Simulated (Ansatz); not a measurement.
One change: `FC[SiH2][GaH2]` becomes `C[SiH2][GaH2]`.

Ansatz, PBE0-D4/def2-TZVP geometries, multiplicity 1. Each molecule was computed in one conformer, which needn't be the lowest.

Scalar relativity is left out up to krypton.

```
                                          property  `FC[SiH2][GaH2]`
                 LUMO energy (PBE/def2-TZVPP) / eV             -2.25
    size of the dipole moment (PBE/def2-TZVPP) / D              1.59
           HOMO–LUMO gap (ωB97M-V/def2-TZVPP) / eV              9.68
    zero-point energy (PBE0-D4/def2-TZVP) / kJ/mol             158.3
              HOMO–LUMO gap (PBE0/def2-TZVPP) / eV              5.93
size of the dipole moment (ωB97M-V/def2-TZVPP) / D              1.73
```

Problem. Give the same properties after the change, and the shifts. (Estimate.)

Solution. Ansatz gave: 
```tsv
property	`C[SiH2][GaH2]`	shift
LUMO energy (PBE/def2-TZVPP) / eV	-2.80	-0.55
size of the dipole moment (PBE/def2-TZVPP) / D	0.97	-0.62
HOMO–LUMO gap (ωB97M-V/def2-TZVPP) / eV	9.05	-0.63
zero-point energy (PBE0-D4/def2-TZVP) / kJ/mol	174.2	15.9
HOMO–LUMO gap (PBE0/def2-TZVPP) / eV	5.31	-0.62
size of the dipole moment (ωB97M-V/def2-TZVPP) / D	0.90	-0.83
```

Dipoles are sizes alone; their direction can turn.

Positive LUMOs are unbound, so they and the gaps depend on the basis.
